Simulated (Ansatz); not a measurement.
All numbers were calculated with Ansatz.

A structure relaxed at PBE0-D4/def2-TZVP, charge 0, multiplicity 1:

```xyz
12

B     0.861    0.329    1.880
C     0.462   -0.377    0.592
O     1.595   -0.830    0.786
C    -0.427   -0.698   -0.547
C    -0.749    0.552   -1.340
F     0.145   -1.646   -1.360
H     1.382    1.399    1.799
H     0.564   -0.176    2.919
H    -1.345   -1.125   -0.119
H     0.163    0.975   -1.765
H    -1.217    1.298   -0.697
H    -1.434    0.299   -2.149
```

(1) Give its formula and SMILES.

(2) Summarise the bond lengths by kind.

Results:

(1) C3H6BFO, `BC(=O)C(C)F`.

(2) 1 × B–C 1.522 Å; 2 × B–H 1.193 Å; 1 × C–O 1.236 Å; 2 × C–C 1.480 to 1.515 Å; 1 × C–F 1.374 Å; 4 × C–H 1.090 to 1.099 Å.
